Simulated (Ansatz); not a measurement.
Program: Ansatz. Geometries: PBE0-D4/def2-TZVP. ΔE: electronic, gas phase. CBS: MP2 limit from def2 TZ/QZ plus the TZ coupled-cluster correction, frozen cores. Elements past krypton have def2 core potentials. For Ga, Sn outer-core shells are correlated without core-valence functions, which leaves a few kJ/mol of doubt a bond. Scalar relativity is left out up to krypton. Each species was taken in one conformer, which may not be the lowest.

`[AlH2][CH2][GaH2]` + `[BH2][SnH2][OH]` → `[OH][SnH2][AlH2]` + `B[CH2][GaH2]`  (redistribution)

```
            species  CCSD/CBS(def2) energy (Eh)
`[AlH2][CH2][GaH2]`                 -2207.56972
  `[BH2][SnH2][OH]`                  -316.94049
 `[OH][SnH2][AlH2]`                  -534.18867
     `B[CH2][GaH2]`                 -1990.34628
```

Problem. Work out ΔE.

Solution. ΔE = (-534.18867) + (-1990.34628) − (-2207.56972) − (-316.94049) = -0.02474 Eh = -0.67 eV. CCSD(T)/CBS gives -0.68 eV.

Largest T1 diagnostic among the species: 0.014.

From BLYP to BHLYP (50 % exact exchange), in def2-TZVPP and without D4, ΔE moves by +0.04 eV. Leaving LDA and LC-ωPBE aside and taking each functional with its dispersion term where it has one, the values, not all of them listed here, spread over 0.12 eV, from PBE-D4 to ωB97X-V.
